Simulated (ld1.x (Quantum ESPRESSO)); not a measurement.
Transferability test, TM potential for Cu

ld1.x (Quantum ESPRESSO) 7.5 input, shortened:

```
&input
   title='Cu', zed=29., rel=1, dft='BLYP', iswitch=3,
   config='[Ar] 3d9.5 4s0 4p0'
 /
 &inputp
   pseudotype=2, tm=.true., lloc=2,
   nlcc=.true., rcore=0.85
 /
3
4S  1  0   0.00   0.00  1.75  1.75  0.0
3P  2  1   6.00   0.00  1.10  1.10  0.0
3D  3  2   9.50   0.00  0.95  0.95  0.0
 &test
   configts(1)='3p6 3d9.5 4s0 4p0'
 /
```

Energies are relative to the spin-unpolarised reference configuration 3p6 3d9.5 4s0 4p0; without spin polarisation the order of configurations can differ from experiment.

| valence configuration | charge | ΔE all-electron (eV) | error AE − PS (meV) |
| --- | --- | --- | --- |
| 3p6 3d10 4s1 4p0 | 0 | -16.973 | +7.6 |
| 3p6 3d10 4s0 4p0 | +1 | -8.696 | -2.0 |
| 3p6 3d9 4s0 4p0 | +2 | 12.685 | -5.7 |
| 3p6 3d9 4s2 4p0 | 0 | -15.072 | -75 |
| 3p6 3d8 4s0 4p0 | +3 | 51.714 | -71 |
| 3p5 3d10 4s1 4p0 | +1 | 62.437 | -61 |

Task: What are ΔE and the potential's error for 3p6 3d10 4s0 4p1?

Result: ΔE = -12.782 eV all-electron; the error (AE − PS) is -9.1 meV.

Levels in the configuration 3p6 3d8 4s0 4p0:

```tsv
level	all-electron (eV)	pseudo (eV)
3p	-117.681	-117.862
3d	-48.902	-49.015
```

Note: ghost state, extra bound levels that the all-electron valence spectrum of the same l lacks: s at -503.2 eV. A true bound ghost makes a file unfit for plane-wave use.
